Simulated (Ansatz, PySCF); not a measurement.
C2H3AlClNO, SMILES [CH3][Al]([Cl])[N]=C=O. Atoms are numbered in the order given.

```xyz
9

Al    -0.3667     0.5095    -0.3225
Cl    -2.1281    -0.6563    -0.2705
C     -0.3107     2.2905    -1.0911
H      0.4673     2.3499    -1.8806
H     -0.0394     3.0373    -0.3155
H     -1.2820     2.5870    -1.5331
N      1.0867    -0.2403     0.3916
C      2.0408    -0.8006     0.8900
O      2.9765    -1.3373     1.3732
```

Geometry: PBE-D3(BJ)/def2-SVP. The structure was generated by enumeration; whether it is a known compound was not checked. The values are those of a single conformer.

Vertical ionisation energy (IE) and electron affinity (EA) in eV. Rows of orbital energies are one-electron estimates. Where ΔSCF, EOM or ADC give a negative EA the extra electron is unbound and the value depends on the basis.

```tsv
level	IE	EA
−ε(HOMO), −ε(LUMO), HF/def2-TZVP (PySCF)	11.93	-1.75
−ε(HOMO), −ε(LUMO), PBE/def2-TZVP (PySCF)	7.24	1.93
ΔSCF, CAM-B3LYP/def2-SVPD (Ansatz), final states of multiplicity 2 and 2	10.99	-0.37
ΔSCF, PBE/def2-SVPD (Ansatz), final states of multiplicity 2 and 2	10.23	-0.15
```

**Question.** What vertical singlet–triplet gap does ΔSCF give with CAM-B3LYP/def2-SVPD (Ansatz, an electronic-structure program) and with PBE/def2-SVPD (Ansatz)? (Estimate from the structure and the level; the computed values follow.)

**Answer.** 6.09 and 5.33 eV (triplet above singlet where positive).
